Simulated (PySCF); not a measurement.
A parent and its derivatives

Level of theory: TDDFT CAM-B3LYP/def2-SVPD, vertical, gas phase, core orbitals frozen in the response in PySCF 2.14.0, density-fitted response routines. Geometries: GFN2-xTB; one conformer of each isolated species. Triplets are in the Tamm–Dancoff approximation.

Parent: `FC[C@@H]1[C@H]2C[C@@H]12`, with lowest singlet excitation energy 7.45 eV, mean static polarisability 55.4 au, LUMO energy 1.56 eV, S1–T1 gap 0.57 eV, HOMO energy -8.86 eV. Its spectrum: 166 nm (f 0.007); 160 nm (f 0.025); 160 nm (f 0.075); 157 nm (f 0.012); 148 nm (f 0.054).

Question: Give the shifts from the parent for: H on C replaced by CH3 (`C[C@@]1(CF)[C@@H]2C[C@@H]21`); H on C replaced by NHSiH3 (`FC[C@@]1(N[SiH3])[C@@H]2C[C@@H]21`); H on C replaced by CH2F (`FCC1(CF)[C@@H]2C[C@@H]21`); H on C replaced by ethynyl (`C#C[C@]1(CF)[C@@H]2C[C@@H]21`); H on C replaced by CHF2 (`FC[C@]1(C(F)F)[C@@H]2C[C@@H]21`).

Answer: 

```tsv
change	SMILES	Δ S1 (eV)	Δ α (au)	Δ LUMO (eV)	Δ S1−T1 (eV)	Δ HOMO (eV)
H on C replaced by CH3	C[C@@]1(CF)[C@@H]2C[C@@H]21	-0.25	+11.2	-0.13	+0.03	+0.22
H on C replaced by NHSiH3	FC[C@@]1(N[SiH3])[C@@H]2C[C@@H]21	-1.08	+31.8	-0.39	-0.28	+0.46
H on C replaced by CH2F	FCC1(CF)[C@@H]2C[C@@H]21	-0.06	+11.2	-0.15	+0.22	+0.04
H on C replaced by ethynyl	C#C[C@]1(CF)[C@@H]2C[C@@H]21	-1.07	+19.3	-0.07	+0.41	-0.12
H on C replaced by CHF2	FC[C@]1(C(F)F)[C@@H]2C[C@@H]21	+0.15	+11.6	-0.20	+0.38	-0.29
```

S1 falls most with H on C replaced by NHSiH3 (-1.08 eV), and it rises most with H on C replaced by CHF2 (+0.15 eV). S1 is simply the lowest singlet of each species and needn't be the same kind of state throughout. Over these 5 changes the shifts of S1 and of the HOMO–LUMO gap correlate with r = 0.45.

Without π bonds the low states are Rydberg-like; a valence basis with one diffuse set may place them up to an eV too high.
